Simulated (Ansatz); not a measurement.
Isolated molecules relaxed with PBE0-D4/def2-TZVP in Ansatz; ΔE leaves out vibrations. CBS: MP2 limit from def2 TZ/QZ plus the TZ coupled-cluster correction, frozen cores. DFT in def2-TZVPP. B3LYP here is the variant with VWN-RPA as its local correlation; programs differ in this. One conformer a species, not always the lowest.

Consider the ligand exchange at the Si–N bond: `BN(C=C)[SiH2]Cl` + `CN[SiH2]O` → `CN([SiH2]O)[SiH2]Cl` + `BNC=C`.

| species | B3LYP-D4 energy (Eh) |
| --- | --- |
| `BN(C=C)[SiH2]Cl` | -909.94517 |
| `CN[SiH2]O` | -461.97704 |
| `CN([SiH2]O)[SiH2]Cl` | -1212.41827 |
| `BNC=C` | -159.51554 |

**Question.** Work out ΔE.

**Answer.** ΔE = (-1212.41827) + (-159.51554) − (-909.94517) − (-461.97704) = -0.01160 Eh = -7.3 kcal/mol. CCSD(T)/CBS gives -6.0 kcal/mol.

Largest T1 diagnostic among the species: 0.013.

In def2-TZVPP, CCSD(T) changes the Hartree–Fock value by +0.8 kcal/mol (the triples alone add +0.0 kcal/mol) and MP2 by +1.0 kcal/mol.
